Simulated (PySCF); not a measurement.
Compound: C₅H₅BrClF.
Atom-mapped SMILES: `[CH2:1]=[C:2]([F:3])/[C:4](=[CH:5]\[Br:6])[CH2:7][Cl:8]` (hydrogens: H9, H10 on C1; H11 on C5; H12, H13 on C7)

Method: PBE/def2-SV(P) geometry optimisation, gas phase (PySCF); density fitting, grid level 1; the optimiser is geomeTRIC in internal coordinates, started from a GFN2-xTB structure.

Step 0: E = -90507.2873 eV
```
atom  x, y, z in Å  |  force x, y, z in eV/Å
C1     -0.3283   -1.5800   -0.0712   -0.076  -0.427   0.150
C2     -0.1565   -0.2888   -0.3279   -0.288   0.951  -0.182
F3     -1.2442    0.4506   -0.6326   -0.107   0.017  -0.032
C4      1.1023    0.4532   -0.2972   -0.290  -0.612   0.493
C5      1.3338    1.6158   -0.9208   -0.463   0.618  -0.442
Br6     0.1549    2.5740   -2.0205    0.056   0.214  -0.159
C7      2.2263   -0.1675    0.4762   -0.097   0.009  -0.653
Cl8     3.0514   -1.4104   -0.5302    0.386  -0.440  -0.148
H9      0.4944   -2.2286    0.1555    0.855  -0.575   0.179
H10    -1.3107   -2.0135   -0.1250   -0.933  -0.335  -0.041
H11     2.2960    2.0990   -0.8407    0.709   0.391   0.044
H12     1.8687   -0.6731    1.3716   -0.178  -0.239   0.574
H13     2.9861    0.5682    0.7350    0.427   0.428   0.217
```

Step 1: E = -90507.4050 eV
```
atom  x, y, z in Å  |  force x, y, z in eV/Å
C1     -0.3516   -1.6083   -0.0439   -0.010  -0.098   0.047
C2     -0.1872   -0.3029   -0.3446   -0.027   0.007  -0.051
F3     -1.2707    0.4151   -0.7056    0.003   0.044  -0.013
C4      1.0787    0.4447   -0.3163   -0.005  -0.045  -0.078
C5      1.3198    1.6447   -0.9127    0.108   0.130   0.001
Br6     0.1929    2.6893   -1.9904   -0.048   0.000   0.002
C7      2.2342   -0.1695    0.4329    0.039  -0.042   0.124
Cl8     3.1102   -1.4705   -0.5022   -0.071   0.045   0.020
H9      0.5072   -2.2479    0.2087   -0.005   0.009  -0.006
H10    -1.3584   -2.0542   -0.0979    0.027   0.001   0.009
H11     2.3130    2.1159   -0.8094   -0.047  -0.044  -0.002
H12     1.8866   -0.6492    1.3714    0.045   0.014  -0.026
H13     2.9996    0.5919    0.6821   -0.009  -0.021  -0.027
```

**Question.** Estimate the geometry and energy of step 2. (The exact step hangs on the optimiser's Hessian estimate; all steps are aligned on step 1, rigid shifts and turns removed.)

**Answer.** E = -90507.4049 eV, largest force 0.139 eV/Å
```
atom  x, y, z in Å  |  force x, y, z in eV/Å
C1     -0.3456   -1.6056   -0.0446   -0.072   0.033  -0.002
C2     -0.1852   -0.3007   -0.3564    0.046   0.030  -0.008
F3     -1.2590    0.4269   -0.7287   -0.039  -0.129   0.033
C4      1.0826    0.4451   -0.3217    0.081   0.001  -0.005
C5      1.3259    1.6492   -0.9122   -0.088  -0.017   0.027
Br6     0.1629    2.6801   -1.9670    0.061   0.085  -0.038
C7      2.2317   -0.1731    0.4371    0.015  -0.014   0.010
Cl8     3.0838   -1.4890   -0.4933    0.003  -0.004  -0.001
H9      0.5179   -2.2354    0.2149   -0.008  -0.001  -0.005
H10    -1.3482   -2.0593   -0.0972    0.002  -0.006   0.004
H11     2.3161    2.1239   -0.8146   -0.010  -0.007   0.001
H12     1.8852   -0.6442    1.3789    0.003   0.024   0.004
H13     3.0062    0.5809    0.6770    0.006   0.003  -0.019
```

The energy changes by +0.0001 eV. The first-order estimate −F·Δx gives -0.0059 eV and the mean of the old and new forces, exact on a quadratic surface, +0.0003 eV. The step makes an angle of 73° with the force vector and moves no atom by more than 0.039 Å.

What follows is the cost of the whole optimisation. The run took 1.8 min wall on Arm Neoverse V2, one thread, no GPU, shared host with 32 logical CPUs at a one-minute load of 16, and the process peaked at 0.69 GiB of memory.
